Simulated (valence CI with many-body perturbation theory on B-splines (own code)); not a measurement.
Results of a calculation; reference values are marked as such.
## Hyperfine factors and g values of Au74+

Level of theory: valence CI with perturbative core correlation (CI+MBPT): three valence electrons over a frozen Dirac-Fock core [He], radial functions for each j: 11 s, 11 p, 9 d, 7 f, 5 g, 2 h, 1 i, with the one-electron correlation potential Σ1, the two-electron term Σ2, the three-electron term Σ3, Breit, model QED; selected CI, second order for the rest (own B-spline code, finite nucleus).

No measured spectrum was set against this ion. As an estimate, large intervals hold to a few tenths of a per cent, small ones and those within an open d or f shell to about a per cent.

A/g_I is the dipole constant over the nuclear g factor μ/I (μ in nuclear magnetons, uniformly magnetised nucleus), B/Q the quadrupole constant per barn. Both hold the static response of the core; the bare values leave it out. Large factors of s and p1/2 electrons are usually good to 5 to 10 %; those of open d and f shells near neutrality can be off by tens of per cent, and small factors of p3/2, d and f electrons come from cancelling terms and can be off by a factor of two or in sign, in half-filled shells by more. B is blank for J = 1/2, where it vanishes, and for nearly pure S terms. Energies count from the lowest level.

Levels are named by their leading jj configuration (3d3/2^4 stands for four electrons in 3d with j = 3/2), which in mixed levels can hold well under half, so a name can repeat and another be missing. Letters in brackets count levels of one name in rising energy.

| Level | E (Ry) | g | A/g_I (MHz) | A/g_I bare | B/Q (MHz/b) | B/Q bare |
| --- | --- | --- | --- | --- | --- | --- |
| (2s^2 2p1/2) J=1/2 | 0.00 | 0.607 | 1.05e+07 | 1.05e+07 |  |  |
| (2s 2p1/2^2) J=1/2 | 22.40 | 2.003 | 3.16e+07 | 3.13e+07 |  |  |
| (2s^2 2p3/2) J=3/2 | 145.33 | 1.292 | 1060000 | 1080000 | 2130000 | 2130000 |
| (2s 2p1/2 2p3/2) J=3/2 [a] | 161.18 | 1.609 | 7420000 | 7370000 | 1670000 | 1670000 |
| (2s 2p1/2 2p3/2) J=5/2 | 164.26 | 1.296 | 9080000 | 9020000 | 1890000 | 1900000 |
| (2s 2p1/2 2p3/2) J=1/2 | 170.19 | 1.273 | -1.23e+07 | -1.21e+07 |  |  |
| (2s 2p1/2 2p3/2) J=3/2 [b] | 170.32 | 0.969 | 9910 | 62900 | 1040000 | 1040000 |
| (2p1/2^2 2p3/2) J=3/2 | 193.44 | 1.303 | 993000 | 1040000 | 2060000 | 2070000 |
| (2s 2p3/2^2) J=5/2 | 307.81 | 1.412 | 7220000 | 7180000 | 222000 | 223000 |
| (2s 2p3/2^2) J=1/2 | 316.62 | 1.916 | 3.19e+07 | 3.15e+07 |  |  |
| (2s 2p3/2^2) J=3/2 | 316.66 | 1.162 | -5120000 | -5020000 | -174000 | -175000 |
| (2p1/2 2p3/2^2) J=3/2 | 334.74 | 1.428 | -905000 | -839000 | 88100 | 88200 |
| (2p1/2 2p3/2^2) J=5/2 | 336.40 | 1.155 | 2920000 | 2950000 | -5760 | -5770 |
| (2p1/2 2p3/2^2) J=1/2 | 341.10 | 0.607 | 1.06e+07 | 1.05e+07 |  |  |
| (2p3/2^3) J=3/2 | 483.51 | 1.282 | 1020000 | 1070000 | -2160000 | -2160000 |
| (2s^2 3s) J=1/2 | 911.88 | 1.978 | 9410000 | 9340000 |  |  |
| (2s^2 3p1/2) J=1/2 | 919.22 | 0.653 | 3200000 | 3190000 |  |  |
| (2s 2p1/2 3s) J=1/2 [a] | 926.89 | 2.346 | 1.82e+07 | 1.80e+07 |  |  |
| (2s 2p1/2 3s) J=3/2 | 929.10 | 1.519 | 1.73e+07 | 1.71e+07 | -134000 | -135000 |
| (2s 2p1/2 3s) J=1/2 [b] | 931.65 | 0.681 | 1.63e+07 | 1.62e+07 |  |  |
| (2s 2p1/2 3p1/2) J=1/2 [a] | 933.07 | 0.256 | -1760000 | -1710000 |  |  |
| (2s 2p1/2 3p1/2) J=3/2 | 935.30 | 1.075 | 1.52e+07 | 1.51e+07 | -132000 | -132000 |
| (2s 2p1/2 3p1/2) J=1/2 [b] | 939.11 | 1.895 | 3.22e+07 | 3.19e+07 |  |  |
| (2p1/2^2 3s) J=1/2 | 953.59 | 1.977 | 9030000 | 8950000 |  |  |
| (2p1/2^2 3p1/2) J=1/2 | 959.33 | 0.640 | 3190000 | 3170000 |  |  |
| (2s^2 3p3/2) J=3/2 | 962.10 | 1.316 | 338000 | 346000 | 659000 | 660000 |
| (2s^2 3d3/2) J=3/2 | 966.74 | 0.782 | 207000 | 207000 | 126000 | 127000 |
| (2s 2p1/2 3p3/2) J=3/2 [a] | 977.00 | 1.383 | 1410000 | 1400000 | 649000 | 650000 |
| (2s^2 3d5/2) J=5/2 | 977.74 | 1.203 | 1530000 | 1520000 | 227000 | 228000 |
| (2s 2p1/2 3p3/2) J=5/2 | 979.81 | 1.286 | 7240000 | 7190000 | 444000 | 445000 |
| (2s 2p1/2 3p3/2) J=3/2 [b] | 979.84 | 1.238 | 4810000 | 4780000 | 238000 | 238000 |
| (2s 2p1/2 3p3/2) J=1/2 | 980.14 | 1.334 | -1.35e+07 | -1.33e+07 |  |  |
| (2s 2p1/2 3d3/2) J=3/2 [a] | 980.70 | 0.573 | -2640000 | -2610000 | 127000 | 128000 |
| (2s 2p1/2 3d3/2) J=5/2 | 983.15 | 0.993 | 8570000 | 8490000 | 3150 | 3800 |
| (2s 2p1/2 3d3/2) J=3/2 [b] | 984.55 | 1.140 | 8540000 | 8450000 | 121000 | 121000 |
| (2s 2p1/2 3d3/2) J=1/2 | 984.84 | 0.440 | -1.38e+07 | -1.37e+07 |  |  |
| (2s 2p1/2 3d5/2) J=5/2 [a] | 992.77 | 1.295 | 1950000 | 1920000 | 141000 | 142000 |
| (2s 2p1/2 3d5/2) J=7/2 | 995.09 | 1.214 | 6140000 | 6090000 | 569 | 1400 |
| (2s 2p1/2 3d5/2) J=5/2 [b] | 996.01 | 1.075 | 691000 | 693000 | 223000 | 224000 |
| (2s 2p1/2 3d5/2) J=3/2 | 996.05 | 1.125 | -8060000 | -7990000 | 77500 | 78000 |

(1) Take the isotope of mass number 197, with I = 3/2, μ = 0.1452 μN and Q = 0.547 b. What is the hyperfine structure of (2s^2 2p3/2) J=3/2?

Results:

(1) From the table A = 103000 MHz, B = 1160000 MHz. Shifts from the centre of gravity in MHz: F = 0: 1060000, F = 1: 6750, F = 2: -947000, F = 3: 522000.
